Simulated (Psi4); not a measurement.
CH₄OZn (SMILES [CH3][Zn][OH]), singlet, geometry from GFN2-xTB (such geometries of metal compounds can be far from the true shape), with bond 4-2 at 1.3 times its length; BLYP/def2-SV(P) in Psi4.

Psi4 was given this input:
```
memory 2 GB

molecule {
0 1
  Zn   -0.01725634    0.01469602    0.17610893
  C    -0.16999058    1.58529776   -1.03868649
  H    -0.89438198    2.31293583   -0.69757834
  H    -0.57114427    1.12702102   -2.31020181
  H     0.78322230    2.08823604   -1.14561464
  O     0.23277667   -1.66790958    0.45013089
  H     0.26515014   -2.24333970    1.20777220
}

set basis def2-sv(p)
set basis_guess sto-3g

energy('blyp')
print_variables()
```

Problem. What does Psi4 print? Leave out banner, timings and long lists.

Solution. 
```
  //>>>>>>>>>>>>>>>>>>>>>>>>>>>>>>>>>>>//
  //      Guess SCF, STO-3G Basis      //
  //<<<<<<<<<<<<<<<<<<<<<<<<<<<<<<<<<<<//

   => Loading Basis Set <=

    Name: STO-3G
    Role: ORBITAL
    Keyword: BASIS

         ---------------------------------------------------------
                           SCF Castup computation
         ---------------------------------------------------------
                                   SCF
               by Justin Turney, Rob Parrish, Andy Simmonett
                          and Daniel G. A. Smith
                              RKS Reference
         ---------------------------------------------------------

  ==> Geometry <==

    Molecular point group: c1
    Full point group: C1

    Geometry (in Angstrom), charge = 0, multiplicity = 1:

       Center              X                  Y                   Z               Mass
    ------------   -----------------  -----------------  -----------------  -----------------
         ZN          -0.018921228184     0.050175404358     0.144579810742    63.929142010000
         C           -0.171655468184     1.620777144358    -1.070215609258    12.000000000000
         H           -0.896046868184     2.348415214358    -0.729107459258     1.007825032230
         H           -0.572809158184     1.162500404358    -2.341730929258     1.007825032230
         H            0.781557411816     2.123715424358    -1.177143759258     1.007825032230
         O            0.231111781816    -1.632430195642     0.418601770742    15.994914619570
         H            0.263485251816    -2.207860315642     1.176243080742     1.007825032230

  Running in c1 symmetry.

  Rotational constants: A =      1.98373  B =      0.14834  C =      0.14188 [cm^-1]
  Rotational constants: A =  59470.80175  B =   4447.17933  C =   4253.32394 [MHz]
  Nuclear repulsion =  170.370360720551105

  Charge       = 0
  Multiplicity = 1
  Electrons    = 48
  Nalpha       = 24
  Nbeta        = 24

  ==> Algorithm <==

  SCF Algorithm Type is DF.
  DIIS enabled.
  MOM disabled.
  Fractional occupation disabled.
  Guess Type is SAD.
  Energy threshold   = 1.00e-06
  Density threshold  = 1.00e-06
  Integral threshold = 1.00e-12

  ==> Primary Basis <==

  Basis Set: STO-3G
    Blend: STO-3G
    Number of shells: 18
    Number of basis functions: 32
    Number of Cartesian functions: 33
    Spherical Harmonics?: true
    Max angular momentum: 2

  ==> DFT Potential <==

   => LibXC <=

    Version 7.1.2
    S. Lehtola, C. Steigemann, M. J. T. Oliveira, and M. A. L. Marques,  SoftwareX 7, 1–5 (2018) (10.1016/j.softx.2017.11.002)

   => Composite Functional: BLYP <=

    BLYP GGA Exchange-Correlation Functional

    P.J. Stephens et. al., J. Phys. Chem., 98, 11623-11627, 1994
    B. Miehlich et. al., Chem. Phys. Lett., 157(3), 200-206 1989

    Deriv               =              1
    GGA                 =           TRUE
    Meta                =          FALSE

    Exchange Hybrid     =          FALSE
    MP2 Hybrid          =          FALSE

   => Exchange Functionals <=

    1.0000     XC_GGA_X_B88

   => Correlation Functionals <=

    1.0000     XC_GGA_C_LYP

   => LibXC Density Thresholds  <==

    XC_GGA_C_LYP:  1.00E-14
    XC_GGA_X_B88:  1.00E-15

   => Molecular Quadrature <=

    Radial Scheme          =       TREUTLER
    Pruning Scheme         =           NONE
    Nuclear Scheme         =       TREUTLER

    Blocking Scheme        =         OCTREE
    BS radius alpha        =              1
    Pruning alpha          =              1
    Radial Points          =             75
    Spherical Points       =            302
    Total Points           =         149879
    Total Blocks           =           1192
    Max Points             =            256
    Max Functions          =             31
    Weights Tolerance      =       1.00E-15

   => Loading Basis Set <=

    Name: (STO-3G AUX)
    Role: JKFIT
    Keyword: DF_BASIS_SCF

  ==> Integral Setup <==

  SCF_SUBTYPE=INCORE selected. In-core MEM_DF algorithm will be used.
  Using in-core AOs.

  ==> MemDFJK: Density-Fitted J/K Matrices <==

    J tasked:                   Yes
    K tasked:                    No
    wK tasked:                   No
    Algorithm:                 Core
    Schwarz Cutoff:           1E-12
    Mask sparsity (%):       2.1484
    Fitting Condition:        1E-10

   => Auxiliary Basis Set <=

  Basis Set: (STO-3G AUX)
    Blend: DEF2-UNIVERSAL-JKFIT
    Number of shells: 132
    Number of basis functions: 488
    Number of Cartesian functions: 639
    Spherical Harmonics?: true
    Max angular momentum: 6

  Minimum eigenvalue in the overlap matrix is 2.4707220732E-01.
  Reciprocal condition number of the overlap matrix is 1.1171187995E-01.
    Using symmetric orthogonalization.

  ==> Pre-Iterations <==

  SCF Guess: Superposition of Atomic Densities via on-the-fly atomic UHF (no occupation information).

   -------------------------
    Irrep   Nso     Nmo
   -------------------------
     A         32      32
   -------------------------
    Total      32      32
   -------------------------

  ==> Iterations <==

                           Total Energy        Delta E     RMS |[F,P]|

   @DF-RKS iter SAD: -1870.73876323820627   -1.87074e+03   0.00000e+00
   @DF-RKS iter   1: -1870.58815063565908    1.50613e-01   4.43057e-02 ADIIS/DIIS
   @DF-RKS iter   2: -1827.24743990438219    4.33407e+01   1.87860e-01 ADIIS
   @DF-RKS iter   3: -1856.39400705107369   -2.91466e+01   1.12778e-01 ADIIS
   @DF-RKS iter   4: -1872.37624379718636   -1.59822e+01   1.91743e-02 ADIIS/DIIS
   @DF-RKS iter   5: -1866.91942819501355    5.45682e+00   7.44347e-02 ADIIS/DIIS
   @DF-RKS iter   6: -1871.32526222795445   -4.40583e+00   4.40960e-02 ADIIS/DIIS
   @DF-RKS iter   7: -1868.45310790957205    2.87215e+00   5.93671e-02 ADIIS/DIIS
   @DF-RKS iter   8: -1871.96142906015348   -3.50832e+00   2.87287e-02 ADIIS/DIIS
[...]
   @DF-RKS iter  46: -1872.48135168519957   -7.25597e-03   1.68641e-02 ADIIS/DIIS
   @DF-RKS iter  47: -1872.53171061735861   -5.03589e-02   1.46465e-02 ADIIS/DIIS
   @DF-RKS iter  48: -1872.43184816971279    9.98624e-02   1.86061e-02 ADIIS/DIIS
   @DF-RKS iter  49: -1869.72042836064588    2.71142e+00   6.06917e-02 ADIIS/DIIS
   @DF-RKS iter  50: -1872.55694120752742   -2.83651e+00   1.47390e-02 ADIIS/DIIS
   @DF-RKS iter  51: -1871.25526833754066    1.30167e+00   5.06191e-02 ADIIS/DIIS
   @DF-RKS iter  52: -1872.67097051119276   -1.41570e+00   4.02275e-03 ADIIS/DIIS
   @DF-RKS iter  53: -1869.21750127723385    3.45347e+00   5.66152e-02 ADIIS/DIIS
   @DF-RKS iter  54: -1872.06489497292773   -2.84739e+00   2.89016e-02 ADIIS/DIIS
   @DF-RKS iter  55: -1869.93609401972549    2.12880e+00   5.83933e-02 ADIIS/DIIS
   @DF-RKS iter  56: -1872.28434870510182   -2.34825e+00   2.09192e-02 ADIIS/DIIS
   @DF-RKS iter  57: -1869.38343017087686    2.90092e+00   5.76286e-02 ADIIS/DIIS
   @DF-RKS iter  58: -1872.02769028543707   -2.64426e+00   2.77051e-02 ADIIS/DIIS
   @DF-RKS iter  59: -1869.03621863193507    2.99147e+00   5.56339e-02 ADIIS/DIIS
   @DF-RKS iter  60: -1872.29925862506889   -3.26304e+00   2.07929e-02 ADIIS/DIIS
   @DF-RKS iter  61: -1869.28056057601066    3.01870e+00   5.69280e-02 ADIIS/DIIS
   @DF-RKS iter  62: -1872.29010750117754   -3.00955e+00   2.18324e-02 ADIIS/DIIS
   @DF-RKS iter  63: -1871.91034234610743    3.79765e-01   2.49876e-02 ADIIS/DIIS
   @DF-RKS iter  64: -1872.28330504968199   -3.72963e-01   2.60397e-02 ADIIS/DIIS
   @DF-RKS iter  65: -1872.67154754281546   -3.88242e-01   4.06633e-03 ADIIS/DIIS
   @DF-RKS iter  66: -1868.86883260583932    3.80271e+00   5.76463e-02 ADIIS/DIIS
   @DF-RKS iter  67: -1872.48739355289263   -3.61856e+00   1.54506e-02 ADIIS/DIIS
   @DF-RKS iter  68: -1872.07253721715915    4.14856e-01   2.34213e-02 ADIIS/DIIS
   @DF-RKS iter  69: -1872.07387721985219   -1.34000e-03   2.33053e-02 ADIIS/DIIS
   @DF-RKS iter  70: -1872.67471380170105   -6.00837e-01   2.24892e-03 ADIIS/DIIS
   @DF-RKS iter  71: -1872.55252911810203    1.22185e-01   1.39298e-02 ADIIS/DIIS
   @DF-RKS iter  72: -1872.65768464451889   -1.05156e-01   5.84230e-03 ADIIS/DIIS
   @DF-RKS iter  73: -1872.04877738104847    6.08907e-01   2.44053e-02 ADIIS/DIIS
   @DF-RKS iter  74: -1872.66862437359896   -6.19847e-01   4.36896e-03 ADIIS/DIIS
   @DF-RKS iter  75: -1872.55829224118793    1.10332e-01   1.33145e-02 ADIIS/DIIS
   @DF-RKS iter  76: -1872.67796774799672   -1.19676e-01   1.68660e-03 ADIIS/DIIS
   @DF-RKS iter  77: -1872.26400931885405    4.13958e-01   2.57898e-02 ADIIS/DIIS
   @DF-RKS iter  78: -1872.56067883972719   -2.96670e-01   1.34376e-02 ADIIS/DIIS
   @DF-RKS iter  79: -1872.47699128200384    8.36876e-02   1.77374e-02 ADIIS/DIIS
   @DF-RKS iter  80: -1872.44761996700618    2.93713e-02   1.91029e-02 ADIIS/DIIS
   @DF-RKS iter  81: -1872.25724018797359    1.90380e-01   2.58076e-02 ADIIS/DIIS
   @DF-RKS iter  82: -1872.35488906344813   -9.76489e-02   2.20143e-02 ADIIS/DIIS
   @DF-RKS iter  83: -1872.32314510885772    3.17440e-02   2.29179e-02 ADIIS/DIIS
   @DF-RKS iter  84: -1871.92337010028928    3.99775e-01   3.58000e-02 ADIIS/DIIS
   @DF-RKS iter  85: -1872.65724474959165   -7.33875e-01   5.16834e-03 ADIIS/DIIS
   @DF-RKS iter  86: -1871.47187377484352    1.18537e+00   4.63512e-02 ADIIS/DIIS
   @DF-RKS iter  87: -1872.51636120256035   -1.04449e+00   1.60521e-02 ADIIS/DIIS
   @DF-RKS iter  88: -1872.65441123133155   -1.38050e-01   3.85886e-03 ADIIS/DIIS
   @DF-RKS iter  89: -1872.67455937716409   -2.01481e-02   3.82960e-03 ADIIS/DIIS
   @DF-RKS iter  90: -1872.03782244131594    6.36737e-01   2.49664e-02 ADIIS/DIIS
   @DF-RKS iter  91: -1872.33098429604024   -2.93162e-01   2.01376e-02 ADIIS/DIIS
   @DF-RKS iter  92: -1872.21792909462033    1.13055e-01   2.17376e-02 ADIIS/DIIS
   @DF-RKS iter  93: -1872.10761369933812    1.10315e-01   2.23573e-02 ADIIS/DIIS
   @DF-RKS iter  94: -1872.08877237903607    1.88413e-02   2.25831e-02 ADIIS/DIIS
   @DF-RKS iter  95: -1872.67612015917712   -5.87348e-01   3.38133e-03 ADIIS/DIIS
   @DF-RKS iter  96: -1872.46225850878113    2.13862e-01   1.68521e-02 ADIIS/DIIS
   @DF-RKS iter  97: -1872.62529050171452   -1.63032e-01   8.52981e-03 ADIIS/DIIS
   @DF-RKS iter  98: -1872.59924415052342    2.60464e-02   1.07246e-02 ADIIS/DIIS
   @DF-RKS iter  99: -1872.61537456133851   -1.61304e-02   9.18405e-03 ADIIS/DIIS
   @DF-RKS iter 100: -1872.55855912307402    5.68154e-02   1.35315e-02 ADIIS/DIIS

PsiException: Could not converge SCF iterations in 100 iterations.

  Failed to converge.

Traceback (most recent call last):
  File "psi4", line 375, in <module>
  File "<string>", line 28, in <module>
  File "site-packages/psi4/driver/driver.py", line 533, in energy
  File "site-packages/psi4/driver/procrouting/proc.py", line 2760, in run_scf
  File "site-packages/psi4/driver/procrouting/proc.py", line 1917, in scf_helper
  File "site-packages/psi4/driver/procrouting/scf_proc/scf_iterator.py", line 93, in scf_compute_energy
  File "site-packages/psi4/driver/procrouting/scf_proc/scf_iterator.py", line 86, in scf_compute_energy
  File "site-packages/psi4/driver/procrouting/scf_proc/scf_iterator.py", line 609, in scf_iterate

psi4.driver.p4util.exceptions.SCFConvergenceError: Could not converge SCF iterations in 100 iterations.

Printing out the relevant lines from the Psithon --> Python processed input file:
      H     0.26515014   -2.24333970    1.20777220
    """)
    core.IO.set_default_namespace("")
    core.set_global_option("BASIS", "def2-sv(p)")
    core.set_global_option("BASIS_GUESS", "sto-3g")
--> energy('blyp')
    print_variables()

!-------------------------------------------------------!
!                                                       !
!  Could not converge SCF iterations in 100 iterations. !
!                                                       !
!-------------------------------------------------------!
```

Convergence was not reached.
